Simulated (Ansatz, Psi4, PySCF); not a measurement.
F4Te, charge +1, doublet, at a GFN2-xTB geometry (a state made from the parent by changing its charge; the spin is typed, not shown lowest) (core potentials on Te). Base run: WB97X-V/def2-SVP (PySCF).

Input for PySCF:
```python
from pyscf import gto, scf, dft

mol = gto.Mole()
mol.atom = '''
    Te   -0.01061858    0.00295013    0.28505227
    F     1.14851292    1.60409032    0.11390780
    F     1.18532124   -0.83746182   -0.85961877
    F    -1.15503896   -1.60227721    0.06128147
    F    -1.11744340    0.81860351   -0.96253919
'''
mol.basis = 'def2-svp'
mol.ecp = {'Te': 'def2-svp'}
mol.charge = 1
mol.spin = 1
mol.verbose = 4
mol.build()

mf = dft.UKS(mol)
mf.xc = 'wb97x_v'
mf.kernel()
```

The same geometry, method and basis name were run in Ansatz (an electronic-structure program) and Psi4 and PySCF, at each program's defaults and at the settings that a row names. The base is PySCF at its defaults. Differences at the defaults can come from grids, fitting, cores and function types together.

```
code and settings                                                                             ΔE vs base (µEh)  basis functions      E (Eh)  SCF cycles
--------------------------------------------------------------------------------------------  ----------------  ---------------  ----------  ----------
PySCF, defaults (exact integrals, its default grid, spherical functions)                                   0.0               82  -666.44572          17
Psi4, defaults (density fitting with its default set, its default grid, spherical functions)              33.0               82  -666.44569          13
Ansatz, defaults (factorised integrals, its default grid, spherical functions)                            28.5               82  -666.44569           -
PySCF, density fitting with def2-universal-jkfit                                                         -26.5               82  -666.44575          17
PySCF, fine grid                                                                                          36.7               82  -666.44568          17
Psi4, exact integrals, spherical functions, fine grid                                                     16.4               82  -666.44571          19
Ansatz, high accuracy                                                                                     27.7               82  -666.44569           -
```

Open shells are given as the SCF converged; they aren't shown to be the lowest states, and a large step between rows can be another state.
